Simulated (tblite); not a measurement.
Task: Give a GFN2-xTB geometry of `[CH2]CO[SiH2]OC1CC1` [radical]. (Doublet state.)

Result: 
```
atom  x, y, z in Å
C1     3.9187   -0.7519    0.1628
C2     2.9608    0.3060   -0.1804
O3     1.6487   -0.1438   -0.0870
Si4    0.3461    0.5625   -0.7154
O5    -0.7805   -0.4675   -0.2005
C6    -2.1327   -0.4193   -0.4495
C7    -2.9871    0.5883    0.2556
C8    -3.0686   -0.8661    0.6268
H9     3.5587   -1.7017    0.4974
H10    4.9701   -0.5621    0.0915
H11    3.1573    0.6948   -1.1970
H12    3.0885    1.1809    0.4881
H13    0.1473    1.9216   -0.1976
H14    0.4128    0.6241   -2.1801
H15   -2.3780   -0.6513   -1.4816
H16   -3.8070    1.0366   -0.2837
H17   -2.4911    1.2516    0.9459
H18   -2.6278   -1.1650    1.5643
H19   -3.9460   -1.4285    0.3480
```

Any rigid rotation of these coordinates is as good. Atoms count from 1 in this order. The 3-membered ring C6–C7–C8 has internal angles of 59.7° to 60.3°. C1 (carbon bonded to C and 2 H) is planar (angles 120.6°, 119.8° and 119.6°, sum 360.0°, 0.01 Å off the plane of its three neighbours). Si4 (silicon bonded to 2 O and 2 H) is distorted tetrahedral (angles from 99.2° to 112.6°). Of the pairs four or more bonds apart, Si4···H17 is among the closest relative to their van der Waals radii: 3.36 Å, 102 % of the sum of Bondi's values.

Bonds between heavy atoms (Å): C1–C2 1.468, C2–O3 1.390, O3–Si4 1.610, Si4–O5 1.611, O5–C6 1.376, C6–C7 1.497, C7–C8 1.503, C6–C8 1.495.

The geometry is computed with GFN2-xTB (gas phase). This method treats the open shell by occupation alone, without spin polarisation.

Point group: C1 (no symmetry element, even within 0.4 Å). Its lowest GFN2-xTB frequency is 10 cm⁻¹, too small to tell a flat minimum from a shallow saddle. Torsions: H–C1–C2–O3 -4° and 177°, C1–C2–O3–Si4 -164°, C2–O3–Si4–O5 -179°, O3–Si4–O5–C6 -178°, Si4–O5–C6–C7 -75°. 3 starts were optimised and ended at 0.00, 0.99 and 2.14 kcal/mol (GFN2-xTB); the lowest of these is shown.

The run took 0.76 s of wall time on an Arm Neoverse V1 with one thread, shared host with 32 logical CPUs at a one-minute load of 20. This is the geometry optimisation.

One conformer stands for the species.
